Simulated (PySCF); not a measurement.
sulfur atom (S), triplet. Base run: BLYP/def2-TZVP run with PySCF.

Geometry (Å):
```xyz
1

S      0.0000     0.0000     0.0000
```
Charge 0, spin multiplicity 3.
Orbitals are unrestricted.
All else is at PySCF's defaults.
Base energy -398.11616 Eh.

Variants of this job, named by their change:

| change | ΔE vs base (µEh) | grid points | electrons on the grid |
|---|---|---|---|
| base | 0.0 | 18880 | 16.00000 |
| grids.prune = dft.gen_grid.treutler_prune | 0.0 | 18424 | 16.00000 |
| grids.level = 5 | 0.0 | 43048 | 16.00000 |
| grids.level = 1 | 0.7 | 6320 | 16.00000 |
| grids.radi_method = delley | 0.8 | 19576 | 16.00000 |
| grids.atom_grid = (50, 194) | 0.7 | 6320 | 16.00000 |
| grids.prune = off | 0.0 | 34720 | 16.00000 |
| grids.level = 2 | -0.4 | 11752 | 16.00000 |
| grids.radi_method = gauss_chebyshev | 0.0 | 18560 | 16.00000 |
| grids.atom_grid = (150, 974) | 0.0 | 73864 | 16.00000 |
| grids.atom_grid = (75, 302) | 0.0 | 13656 | 16.00000 |

Open shells are given as the SCF converged; they aren't shown to be the lowest states, and a large step between rows can be another state.
